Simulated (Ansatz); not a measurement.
```xyz
5

C     0.0000    0.0000   -1.3903
Br    0.0000    0.0000    0.3849
H     0.0000   -0.9563   -1.7093
H    -0.8282    0.4782   -1.7093
H     0.8282    0.4782   -1.7093
```

Basis set: 6-31G* (spherical functions). Left uncorrelated: 10 orbitals. Charge 0, multiplicity 1.

Computed with Ansatz (development build ahead of 0.2.0); each method stands on the lowest determinant of its kind that the runs found. Restricted open shells among the atoms or ions are ROHF, correlated in semicanonical orbitals with singles.

(1) Give the atomization energy at this shape (free ground-state atoms in the same class of orbitals less the molecule, no zero-point energy) of singlet CH3Br by RHF-MP2, RHF.

Results:

(1)

| method | atomization energy |
| --- | --- |
| RHF-MP2 | 14.43 eV |
| RHF | 11.87 eV |

Caution: no unrestricted run beside it, a lower state can exist; the shape is not the minimum.
